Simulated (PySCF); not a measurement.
Input of a run (PBE0-D3(BJ)/def2-SVP geometry optimisation, gas phase, def2 core potentials past Kr (PySCF 2.14.0)), started from GFN2-xTB:
```
{"job": {"xc": "PBE0", "basis": "def2-SVP", "d3": "d3bj", "grid": 1, "maxiter": 30, "shake": 0.03, "kind": "geom"}, "charge": 3, "multiplicity": 1}
Rh     0.042580    -0.082750     0.022140
O     -0.072060     0.088050     2.032970
H     -0.260930     0.978750     2.392730
H      0.743310    -0.318250     2.552140
O     -0.151670    -0.196840    -2.061170
H      0.017450    -1.030980    -2.436480
H      0.146430     0.504130    -2.660970
O      2.081210    -0.012290     0.047560
H      2.497070     0.646820     0.660730
H      2.549700    -0.160630    -0.716230
O     -2.076940     0.049140     0.023730
H     -2.533290    -0.253730     0.789340
H     -2.588090    -0.216740    -0.836260
O     -0.176730     2.043230     0.052280
H     -1.045060     2.357770    -0.024510
H      0.435780     2.640760    -0.500610
O      0.077980    -2.014710     0.010250
H     -0.659700    -2.544530     0.463400
H      0.910190    -2.483760     0.273550
```

Output (energies in Eh, forces in Eh/bohr):
```
step   0  E = -567.13907756  max force = 0.083344
step   1  E = -567.16971258  max force = 0.017952
step   2  E = -567.17159591  max force = 0.007300
step   3  E = -567.17247992  max force = 0.003447
step   4  E = -567.17292593  max force = 0.002531
step   5  E = -567.17351833  max force = 0.002781
step   6  E = -567.17393742  max force = 0.002722
step   7  E = -567.17419198  max force = 0.001310
step   8  E = -567.17430290  max force = 0.000850
step   9  E = -567.17438869  max force = 0.000843
step  10  E = -567.17450413  max force = 0.000937
step  11  E = -567.17464852  max force = 0.001288
step  12  E = -567.17479617  max force = 0.001222
step  13  E = -567.17488989  max force = 0.000779
step  14  E = -567.17493838  max force = 0.000886
step  15  E = -567.17496593  max force = 0.000716
step  16  E = -567.17498211  max force = 0.000534
step  17  E = -567.17499820  max force = 0.000477
step  18  E = -567.17500806  max force = 0.000507
step  19  E = -567.17501117  max force = 0.000417
optimisation converged
```

**Question.** Summarise the run.

**Answer.** The energy falls by 94.3 kJ/mol over 20 energy and gradient evaluations, the largest force component goes from 0.0833 to 4.2e-04 Eh/bohr, and the atoms move by 0.220 Å rms after alignment. Among the bonds, Rh1–O14 and Rh1–O17 change most and about equally (-0.104 to +0.103 Å). Bonds longer at the end by more than 0.005 Å: 7 of 18; shorter: 9. Among the angles that change most is Rh1–O2–H4, from 114.6° to 125.8°. Among the dihedrals that turn most is O11–Rh1–O2–H4, from 155° to 107°. The energy never rose by more than 1e-6 Eh on the way. The first step brought 85 % of the lowering.

**Question.** What are the final bond lengths?

**Answer.** Rh1–O2 2.032 Å, Rh1–O5 2.031 Å, Rh1–O8 2.038 Å, Rh1–O11 2.030 Å, Rh1–O14 2.034 Å, Rh1–O17 2.035 Å, O2–H3 0.977 Å, O2–H4 0.976 Å, O5–H6 0.977 Å, O5–H7 0.976 Å, O8–H9 0.977 Å, O8–H10 0.977 Å, O11–H12 0.978 Å, O11–H13 0.977 Å, O14–H15 0.978 Å, O14–H16 0.977 Å, O17–H18 0.977 Å, O17–H19 0.978 Å. Numbering counts from 1 in the input's order; the species is [Rh(H2O)6]3+ (`[OH2]->[Rh+3](<-[OH2])(<-[OH2])(<-[OH2])(<-[OH2])<-[OH2]`).

The run used 175 basis functions and 172 SCF cycles in all.

Not checked by PBE0-D3(BJ)/def2-SVP frequencies. The ion is multiply charged and computed without counter-ions or solvent.
